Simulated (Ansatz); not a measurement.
`C[Se][Ti]([F])([F])[F]`, 9 atoms. Charge 0, multiplicity 1. Correlated methods include outer-core shells of Se, Ti, which these sets cover unevenly. Scalar relativity is left out up to krypton. All runs use 4 threads of an Arm Neoverse V1 on a shared host. Correlated methods freeze the cores.

Q: How many basis functions does each run have, and how long does it take in Ansatz? RKS ωB97M-V/def2-TZVPP energy and forces; RHF-MP2/def2-TZVPP energy; RKS PBE0-D4/def2-TZVP frequencies; RKS LC-ωPBE/def2-TZVPP energy; direct RPA on PBE orbitals/def2-TZVPP energy; RKS ωB97M-V/def2-QZVPP energy; RKS BLYP-D4/def2-TZVPP energy; RKS ωB97M-V/def2-SVP energy; RKS PBE0-D4/def2-SVP energy; RKS PBE0-D4/def2-TZVP relaxation (8 steps); RHF-MP2/def2-QZVPP energy; RHF-CCSD(T)/def2-SVP energy. (Estimate.)

A: Ansatz gave: Other jobs shared the machine, so times are rough.

```csv
level,job,functions,wall time,peak host memory (GiB)
RKS PBE0-D4/def2-SVP,energy,134,3.4 s,0.51
RKS BLYP-D4/def2-TZVPP,energy,278,4.7 s,0.45
RKS LC-ωPBE/def2-TZVPP,energy,278,6.5 s,0.64
RHF-MP2/def2-TZVPP,energy,278,11 s,0.89
RKS ωB97M-V/def2-SVP,energy,134,14 s,0.54
direct RPA on PBE orbitals/def2-TZVPP,energy,278,16 s,0.84
RKS ωB97M-V/def2-TZVPP,energy and forces,278,29 s,1.3
RHF-CCSD(T)/def2-SVP,energy,134,44 s,1
RKS ωB97M-V/def2-QZVPP,energy,500,51 s,3
RHF-MP2/def2-QZVPP,energy,500,59 s,3.5
RKS PBE0-D4/def2-TZVP,relaxation (8 steps),235,73 s,0.86
RKS PBE0-D4/def2-TZVP,frequencies,235,5.5 min,0.85
```

LC-ωPBE has ω = 0.4 bohr⁻¹.
